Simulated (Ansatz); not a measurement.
AlF2HSe, SMILES `[F][Al]([F])[SeH]`. Total charge 0; spin multiplicity 1. The geometry is a stationary point of PBE0-D4/def2-TZVP. It is one conformer, not always the lowest.

```xyz
5

F     1.407    0.847   -1.471
Al    0.585    0.142   -0.244
F     1.421   -0.556    0.979
Se   -1.700    0.150   -0.270
H    -1.713   -0.583    1.005
```

What is the dipole moment at ωB97M-V/def2-TZVPP? (Best estimate.)

The calculation gave: 1.28 D, with components (-1.15, -0.28, 0.49) D in this frame, pointing from negative to positive charge.

And with PBE, r2SCAN, B3LYP? (Best estimate.)

Computed: PBE 1.39 D, r2SCAN 1.32 D, B3LYP 1.39 D.

Give the Mulliken charges with ωB97M-V, r2SCAN, B3LYP in def2-TZVPP. (An estimate is asked.)

The calculation gave: 
```json
{"atom": "F1", "ωB97M-V": "-0.33", "r2SCAN": "-0.34", "B3LYP": "-0.34"}
{"atom": "Al2", "ωB97M-V": "0.75", "r2SCAN": "0.78", "B3LYP": "0.77"}
{"atom": "F3", "ωB97M-V": "-0.33", "r2SCAN": "-0.34", "B3LYP": "-0.34"}
{"atom": "Se4", "ωB97M-V": "-0.19", "r2SCAN": "-0.19", "B3LYP": "-0.16"}
{"atom": "H5", "ωB97M-V": "0.09", "r2SCAN": "0.09", "B3LYP": "0.07"}
```

B3LYP here is the variant with VWN-RPA as its local correlation; programs differ in this.
